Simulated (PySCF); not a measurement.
**How methods differ on the excitation energy of Br**

Br [Ar] 3d10 4s2 4p5 (2P) → Br [Ar] 3d10 4s2 4p4 4d1 (high-spin determinant), as a difference of total energies. Calculation: PySCF 2.14, in aug-cc-pVTZ-PP with ECP10MDF (6s5p4d2f, 55 functions); scalar relativity through the core potential. Correlated levels: valence: 3s2 3p6 3d10 frozen. The calculations carry no spin-orbit coupling.

```tsv
method	excitation energy (eV)
UHF	10.106
MP2 (valence)	10.735
SCS-MP2 (valence)	10.833
CCSD (valence)	10.678
CCSD(T) (valence)	10.678
```

Q: How much does correlation contribute at CCSD(T) (valence)?

A: 10.678 − (10.106) = 0.572 eV, measured against UHF.

The promoted electron is Rydberg-like, and one or two diffuse shells describe it only roughly, which tends to raise the upper state.

The determinant of the upper state mixes LS terms, which raises its energy above the lowest term, most at the Hartree-Fock and MP2 levels.
